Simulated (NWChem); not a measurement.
Molecule: GaNH2BrCl; SMILES [NH2][Ga]([Cl])[Br]

```xyz
6

Ga    -0.3649     0.4450    -0.0112
Cl     1.0499     2.0749     0.0147
Br     0.4216    -1.7167    -0.0099
N     -2.1445     0.8002     0.1135
H     -2.8045     0.0766    -0.1466
H     -2.4707     1.7251    -0.1423
```
Atoms are numbered in this order, from 1.

Coordinates come from a B3LYP/6-31G* (spherical d) optimisation.

Spin-orbit effects, on the heavy nuclei and on their neighbours, are missing.

Task: Give the principal values of the shielding tensors (ppm) of Ga1, Cl2, Br3, N4 from PBE/pcSseg-1, GIAO (NWChem), with their diamagnetic and paramagnetic parts as GIAO splits them.

Result: 
```csv
atom,σ11,σ22,σ33,isotropic,diamagnetic,paramagnetic
Ga1,1070.6,1319.0,1476.4,1288.7,2640.9,-1352.3
Cl2,683.8,814.1,1021.6,839.8,1148.2,-308.3
Br3,2156.7,2368.7,2893.4,2472.9,3124.9,-651.9
N4,145.9,195.9,259.1,200.3,317.7,-117.5
```
